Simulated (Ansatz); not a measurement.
The cluster TeAs5⁻. Total charge -1; singlet. Geometry r2SCAN-D4/def2-SVPD.

```xyz
6

As   -0.928    0.707   -2.270
As   -0.599    1.131    1.505
As    0.487   -1.007   -1.627
As    0.633   -0.665    0.674
As   -1.569    1.968   -0.423
Te    1.976   -2.135    2.141
```

In the def2 sets Te takes a core potential; there is no spin–orbit coupling. B3LYP takes the VWN-RPA correlation. The restricted singlet is unstable towards broken spin symmetry in Hartree–Fock (as tested in another run); at r2SCAN-D4/def2-TZVPD, B3LYP-D4/def2-TZVPD, PBE0-D4/def2-SVPD, r2SCAN0-D4/def2-TZVPD this wasn't settled. Another isomer (singlet) lies 0.19 eV lower at PBE0-D4/def2-TZVPD; other spin states weren't run for this one.

Problem. Estimate the orbital energies around the gap (eV) in Ansatz with PBE-D4/def2-SVPD, r2SCAN-D4/def2-TZVPD, B3LYP-D4/def2-TZVPD, PBE0-D4/def2-SVPD, r2SCAN0-D4/def2-TZVPD.

Solution. 
```
orbital  PBE-D4/def2-SVPD  r2SCAN-D4/def2-TZVPD  B3LYP-D4/def2-TZVPD  PBE0-D4/def2-SVPD  r2SCAN0-D4/def2-TZVPD
 HOMO−9             -4.73                 -5.04                -5.50              -5.86                  -6.05
 HOMO−8             -4.09                 -4.38                -4.86              -5.16                  -5.33
 HOMO−7             -4.00                 -4.29                -4.78              -5.10                  -5.27
 HOMO−6             -3.75                 -4.16                -4.67              -4.94                  -5.22
 HOMO−5             -2.75                 -3.01                -3.45              -3.71                  -3.87
 HOMO−4             -2.46                 -2.81                -3.22              -3.44                  -3.68
 HOMO−3             -2.34                 -2.60                -3.09              -3.33                  -3.49
 HOMO−2             -2.09                 -2.41                -2.78              -2.97                  -3.19
 HOMO−1             -1.39                 -1.66                -2.11              -2.33                  -2.51
   HOMO             -1.12                 -1.38                -1.74              -1.89                  -2.08
   LUMO              0.67                  0.55                 1.01               1.14                   1.06
 LUMO+1              0.69                  0.58                 1.02               1.17                   1.08
 LUMO+2              0.82                  0.93                 1.30               1.46                   1.53
 LUMO+3              1.88                  2.02                 2.39               2.55                   2.61
 LUMO+4              2.07                  2.22                 2.53               2.72                   2.79
 LUMO+5              2.73                  2.96                 2.78               3.23                   3.19
```
